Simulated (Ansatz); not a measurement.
Geometry optimisation, RKS PBE/def2-SVP in Ansatz.

input.yaml

```yaml
crystal:
  periodic: [false, false, false]
  atoms:
    - { symbol: Si, position_ang: [-1.8488, -0.6674, 0.1937] }
    - { symbol: C, position_ang: [-0.2922, 0.1424, 0.7349] }
    - { symbol: C, position_ang: [0.9677, -0.4539, 0.158] }
    - { symbol: S, position_ang: [1.3709, -0.1118, -1.6065] }
    - { symbol: S, position_ang: [1.6043, 1.9012, -1.6713] }
    - { symbol: H, position_ang: [-3.024, -0.008, 0.9407] }
    - { symbol: H, position_ang: [-2.1076, -0.4028, -1.2623] }
    - { symbol: H, position_ang: [-1.834, -2.0644, 0.4513] }
    - { symbol: H, position_ang: [-0.2463, 0.0439, 1.8684] }
    - { symbol: H, position_ang: [-0.3206, 1.2272, 0.5837] }
    - { symbol: H, position_ang: [1.8523, -0.0731, 0.752] }
    - { symbol: H, position_ang: [1.0225, -1.5358, 0.3193] }
    - { symbol: H, position_ang: [2.8763, 1.9675, -1.4471] }
basis:
  gaussian: { orbitals: def2-SVP }
hamiltonian:
  xc: pbe
relax:
  f_tol: 0.015
  max_steps: 40
output:
  orbitals: {}
```

Launched with:

```bash
$ ansatz run input.yaml --threads 2 --pin off --max-ram 3072MiB --backend cpu --events-out ev --progress --plain --runs-dir out
```

Where does it end, and by what steps?

The run converged. After 13 steps the energy has fallen by 0.368 eV; H8 moved furthest, 0.57 Å.

```csv
step,energy less start (eV),largest force component (eV/Å),accepted
0,0.0000,2.218,yes
1,-0.3003,0.697,yes
2,-0.3382,0.282,yes
3,-0.3464,0.099,yes
4,-0.3495,0.093,yes
5,-0.3534,0.117,yes
6,-0.3577,0.177,yes
7,-0.3606,0.167,yes
8,-0.3639,0.141,yes
9,-0.3672,0.075,yes
10,-0.3665,0.078,no
11,-0.3679,0.022,yes
12,-0.3680,0.022,yes
13,-0.3680,0.014,yes
```

```xyz
13
Properties=species:S:1:pos:R:3
Si -1.806 -0.509 0.046
C -0.221 0.149 0.884
C 1.088 -0.461 0.387
S 1.333 -0.401 -1.440
S 1.234 1.639 -1.880
H -2.980 -0.181 0.933
H -2.050 0.114 -1.298
H -1.732 -2.006 -0.109
H -0.309 -0.019 1.980
H -0.195 1.251 0.742
H 1.975 -0.007 0.878
H 1.129 -1.556 0.582
H 2.555 1.950 -1.690
```

Time of the run: 42 s on 2 threads of Arm Neoverse V1, on a shared host, peak memory 0.17 GiB.
